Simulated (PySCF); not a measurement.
Isomers of C7H9NO, one GFN2-xTB conformer each. Single-point energies are computed at PBE0/pcSseg-1 (PySCF, gas phase, no added dispersion term), electronic only.

| SMILES | GFN2-xTB relative energy (kJ/mol) |
| --- | --- |
| c1ccn([C@@H]2CCO2)c1 | 3.1 |
| CC#C[C@H]1CNC(=O)C1 | 29.6 |
| C=Cc1oncc1CC | 104.1 |
| C#CC(=O)N(C)C1CC1 | 164.9 |
| [H]/N=C/[C@H]1CC=CC(=O)C1 | 88.0 |
| COCc1ccccn1 | 0.0 |
| C=C=C=CC(=O)N(C)C | 192.5 |
| N#C[C@@H]1CC[C@H]2O[C@H]2C1 | 53.5 |
| COCc1cccnc1 | 8.1 |
| [H]/N=C\C#CCC(=C)CO | 291.0 |

Conformers: `[cH:1]1[cH:2][cH:3][n:4]([C@@H:5]2[CH2:6][CH2:7][O:8]2)[cH:9]1` with C3–N4–C5–C6 52°; `[CH3:1][C:2]#[C:3][C@H:4]1[CH2:5][NH:6][C:7](=[O:8])[CH2:9]1` with C3–C4–C5–N6 148°, C4–C5–N6–C7 -18°, C5–N6–C7–O8 -177°, N6–C7–C9–C4 15°; `[CH2:1]=[CH:2][c:3]1[o:4][n:5][cH:6][c:7]1[CH2:8][CH3:9]` with C1–C2–C3–O4 -1°, C6–C7–C8–C9 -94°; `[CH:1]#[C:2][C:3](=[O:4])[N:5]([CH3:6])[CH:7]1[CH2:8][CH2:9]1` with C2–C3–N5–C6 174°, C3–N5–C7–C8 -133°; `[H]/[N:1]=[CH:2]/[C@H:3]1[CH2:4][CH:5]=[CH:6][C:7](=[O:8])[CH2:9]1` with N1–C2–C3–C4 116°, C2–C3–C4–C5 74°, C3–C4–C5–C6 19°, C5–C6–C7–O8 -173°, C6–C7–C9–C3 -38°; `[CH3:1][O:2][CH2:3][c:4]1[cH:5][cH:6][cH:7][cH:8][n:9]1` with C1–O2–C3–C4 -70°, O2–C3–C4–C5 -39°; `[CH2:1]=[C:2]=[C:3]=[CH:4][C:5](=[O:6])[N:7]([CH3:8])[CH3:9]` with C3–C4–C5–O6 23°, C4–C5–N7–C8 -174°; `[N:1]#[C:2][C@@H:3]1[CH2:4][CH2:5][C@H:6]2[O:7][C@H:8]2[CH2:9]1` with C2–C3–C4–C5 -55°, C3–C4–C5–C6 -52°, C4–C5–C6–O7 -48°, C5–C6–O7–C8 111°; `[CH3:1][O:2][CH2:3][c:4]1[cH:5][cH:6][cH:7][n:8][cH:9]1` with C1–O2–C3–C4 -179°, O2–C3–C4–C5 -26°; `[H]/[N:9]=[CH:8]\[C:7]#[C:6][CH2:5][C:2](=[CH2:1])[CH2:3][OH:4]` with C1–C2–C3–O4 -10°, C2–C3–O4–H -58°, C1–C2–C5–C6 113°.

What does PBE0/pcSseg-1 give for the same structures?

```
                     SMILES  PBE0/pcSseg-1 E (Eh)  PBE0/pcSseg-1 (kJ/mol)  GFN2-xTB (kJ/mol)  point group
                COCc1ccccn1            -401.60049                     0.0                0.0           C1
                COCc1cccnc1            -401.59670                    10.0                8.1           C1
  [H]/N=C/[C@H]1CC=CC(=O)C1            -401.58847                    31.6               88.0           C1
        CC#C[C@H]1CNC(=O)C1            -401.58454                    41.9               29.6           C1
N#C[C@@H]1CC[C@H]2O[C@H]2C1            -401.57964                    54.8               53.5           C1
       c1ccn([C@@H]2CCO2)c1            -401.57437                    68.6                3.1           C1
               C=Cc1oncc1CC            -401.55364                   123.0              104.1           C1
          C=C=C=CC(=O)N(C)C            -401.52679                   193.5              192.5           C1
          C#CC(=O)N(C)C1CC1            -401.52127                   208.0              164.9           C1
        [H]/N=C\C#CCC(=C)CO            -401.49844                   267.9              291.0           C1
```

Both levels put the same isomer lowest; measured from each level's own lowest isomer, the values differ by up to 65.5 kJ/mol (c1ccn([C@@H]2CCO2)c1: 3.1 against 68.6). As drawn, the lowest has an aromatic ring, which the highest lacks; the highest has a C≡C bond, a C=N bond and an O–H bond, which the lowest lacks. Neighbours about 10 kJ/mol apart or less (COCc1ccccn1 and COCc1cccnc1; [H]/N=C/[C@H]1CC=CC(=O)C1 and CC#C[C@H]1CNC(=O)C1) can change places with a better method, another conformer or zero-point energy.

Which frontier levels, dipoles and rotational constants go with these structures?

```
                     SMILES  HOMO (eV, PBE0/pcSseg-1)  LUMO (eV)  dipole (D)       A, B, C (MHz)
                COCc1ccccn1                     -7.29      -0.77        1.92   3730, 1097, 977.3
                COCc1cccnc1                     -7.25      -0.63        2.69  4967, 914.4, 785.9
  [H]/N=C/[C@H]1CC=CC(=O)C1                     -7.25      -1.66        3.21    2457, 1424, 1113
        CC#C[C@H]1CNC(=O)C1                     -7.03       0.91        4.37  4941, 756.8, 690.4
N#C[C@@H]1CC[C@H]2O[C@H]2C1                     -8.05       0.66        2.23    2872, 1448, 1317
       c1ccn([C@@H]2CCO2)c1                     -6.16       0.73        2.77    4731, 1115, 1040
               C=Cc1oncc1CC                     -6.77      -1.38        3.38   2192, 1515, 960.8
          C=C=C=CC(=O)N(C)C                     -6.88      -2.13        3.43  4511, 755.6, 662.7
          C#CC(=O)N(C)C1CC1                     -7.18      -0.82        4.19   2197, 1629, 994.4
        [H]/N=C\C#CCC(=C)CO                     -7.71      -1.32        2.44  2755, 759.8, 647.5
```
